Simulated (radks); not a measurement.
Pt+, 77 electrons, occupied as [Xe] 4f14 5d9.

Calculated with a radial shooting solver on a logarithmic mesh with Libxc functionals: Dirac Kohn-Sham, BLYP, spin-unpolarised, spherical densities, finite nucleus; open shells fill j = l - 1/2 first; Fermi nuclear charge, rms radius 5.427 fm.

Energy parts (hartree):
total: -18443.5738
kinetic: 21089.2114
electron-nucleus: -46339.3094
Hartree: 7164.4892
exchange-correlation: -357.9650

Orbitals (lengths in bohr, moments of r in powers of bohr; r(max) is where P^2 peaks):
orbital  occ.  eigenvalue (hartree)   r(max)
1s1/2       2             -2877.028  0.01062
2s1/2       2             -505.3078  0.06144
2p1/2       2             -484.4859  0.04532
2p3/2       4             -420.9330  0.05258
3s1/2       2             -118.9012   0.1729
3p1/2       2             -109.5182   0.1614
3p3/2       4             -95.54899   0.1762
3d3/2       4             -79.86253   0.1374
3d5/2       6             -76.85116   0.1415
4s1/2       2             -25.77004   0.3903
4p1/2       2             -21.78342   0.3888
4p3/2       4             -18.45508   0.4194
4d3/2       4             -11.91128   0.4129
4d5/2       6             -11.29237   0.4224
5s1/2       2              -4.02978   0.8699
4f5/2       6              -2.93348   0.3826
4f7/2       8              -2.80655   0.3872
5p1/2       2              -2.75788   0.9217
5p3/2       4              -2.20856    1.003
5d3/2       4              -0.55199    1.239
5d5/2       5              -0.50182    1.282

The highest occupied level is 5d5/2 at -13.655 eV. The density falls to 0.001 e/bohr^3 at r = 3.88 bohr. For comparison, the ionisation energy in NIST's Atomic Spectra Database is 18.6 eV (measured). In exact Kohn-Sham theory the highest level is minus the ionisation energy, but local and semilocal functionals leave it too shallow, through self-interaction and a potential that decays too fast; potentials with the right tail come closer.

Beside tabulated values, note that spin-unpolarised runs miss the spin-polarisation part of the exchange energy of open shells.
